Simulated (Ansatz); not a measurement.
Basis-set extrapolation for C$_{2}$H$_{5}$AlO$_{2}$ (PBE0-D4/def2-TZVP geometry, frozen core, the Gaussian-basis code of Ansatz). Multiplicity 1, RHF reference.

```
                      def2-TZVPP   def2-QZVPP
                 HF  -470.487542  -470.505652
    MP2 correlation    -0.875727    -0.940638
CCSD(T) correlation    -0.938312      not run
```

Energies in hartree. Use E(X) = E(∞) + A·exp(−7.88·√X) for Hartree–Fock and E(X) = E(∞) + B·X^(−2.97) for correlation, with X = 3 and 4, and add CCSD(T) minus MP2 of the smaller set to the MP2 limit.

What is the CCSD(T) energy at the basis-set limit?

HF limit: -470.505652 + (-0.018110) × 0.13774 = -470.50815. MP2 limit: -0.940638 + (-0.064911) × 0.74074 = -0.98872. Higher-order term: -0.938312 − (-0.875727) = -0.06259. Total: -471.55946 hartree, 3.64 eV below CCSD(T)/def2-TZVPP.
